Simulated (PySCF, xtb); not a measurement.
C2H10N2OSi, SMILES C[C@@H](N)[Si@H](N)O. Other conformers were not sampled.

Harmonic wavenumbers (cm⁻¹) from GFN2-xTB (xtb 6.7.1) at its own minimum, in rising order: 30, 114, 142, 158, 200, 225, 258, 299, 321, 357, 433, 483, 604, 654, 707, 793, 836, 854, 929, 949, 963, 1009, 1093, 1098, 1166, 1301, 1346, 1410, 1502, 1505, 1527, 1583, 2306, 2922, 2979, 3021, 3046, 3356, 3389, 3479, 3513, 3641.

Task: What does r2SCAN-D4/def2-SVP (PySCF) give at its own minimum? (An estimate is asked for; the answer gives what the named calculation found.)

Result: 51, 117, 186, 216, 260, 278, 324, 331, 401, 436, 458, 584, 663, 721, 806, 823, 869, 896, 911, 948, 979, 1068, 1083, 1099, 1166, 1284, 1367, 1385, 1459, 1461, 1551, 1638, 2235, 3007, 3015, 3098, 3115, 3464, 3545, 3567, 3582, 3662. Paired by order, the mean absolute difference is 49 cm⁻¹ and the zero-point energies are 80.8 and 83.1 kcal/mol.
